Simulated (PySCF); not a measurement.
CHCl, SMILES Cl[CH] (connectivity only; charge and spin as stated), neutral, multiplicity 1.

Coordinates come from a ωB97X-D3(BJ)/def2-TZVPD optimisation. The isomer is the one that the SMILES or the coordinates give; other isomers of the formula were not compared.

All values below come from PBE/def2-TZVPD (PySCF).

Isolated molecule, no solvent.

* **total energy**: -498.55756 hartree
* **point group**: Cs
* **highest occupied level**: -5.64 eV
* **lowest empty level**: -4.48 eV
* **orbital gap**: 1.17 eV
* **dipole moment**: 1.59 D
* **quadrupole, principal values (traceless, Buckingham form, about the centre of nuclear charge)**: -4.90, 1.79, 3.11 D·Å
* **mean static polarisability**: 29.9 bohr³ (4.44 Å³)
* **polarisability, principal values**: 23.3, 26.4, 40.1 bohr³
